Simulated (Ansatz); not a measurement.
Match the barriers

Saddle point of CH$_{8}$Ge, singlet (GeH₄ + CH₄ → CH₆Ge ([CH3][GeH3]) + H₂; bonds formed: Ge1–C7, H2–H6; bonds broken: Ge1–H2, H6–C7), PBE0-D4/def2-TZVP structure:

Ge1  (-0.715, 0.405, -0.728)
H2  (0.791, 1.488, -0.462)
H3  (-0.279, 0.322, -2.200)
H4  (-1.547, 1.600, -0.241)
H5  (-1.642, -0.856, -0.506)
H6  (0.769, 0.520, 0.158)
C7  (0.579, -0.679, 0.820)
H8  (0.679, -1.617, 0.275)
H9  (-0.179, -0.752, 1.600)
H10  (1.544, -0.430, 1.283)
(Å)

Computed with Ansatz 0.2.0 (basis: def2-TZVPP, with def2-QZVPP for the basis limit); correlated methods freeze the cores. Filled d shells of the heavier atoms are correlated. The def2 sets are not built for correlating such inner shells, so the correlated values are less sure here. Extrapolation: Hartree–Fock as exp(−7.88 √X), correlation as X^−2.97. Four methods, as single points on the PBE0-D4 structures, gave these electronic barriers from the start structure: 3.518, 3.716, 4.122, 4.677 eV.

(1) The methods were, in alphabetical order, BHLYP-D4, HF, PBE-D4, PBE0-D4. Which gave which? (A judgement: the text doesn't fix the answer.)

The T1 diagnostic stays at or below 0.012. The start structure is not quite a true minimum (one mode of 35i cm⁻¹). The end structure is not quite a true minimum (one mode of 27i cm⁻¹).

## Answers

(1) Computed: PBE-D4 3.518; PBE0-D4 3.716; BHLYP-D4 4.122; HF 4.677 eV. For comparison, CCSD(T) at an estimated basis limit (MP2 extrapolated from triple and quadruple zeta, plus CCSD(T) − MP2 in triple zeta) gives 3.979 eV.

Labels in which every atom is bracketed show which atoms are joined, not bond orders.

For scale, one of the runs: CCSD(T)/def2-TZVPP, 191 basis functions, launched by `ansatz run in.yaml --threads 2 --pin off --events-out ev --progress --plain --max-ram 4352MiB`. The run took 63 s on 2 CPU threads of an Arm Neoverse V1 (shared host), with 2.1 GiB of host memory at its peak.
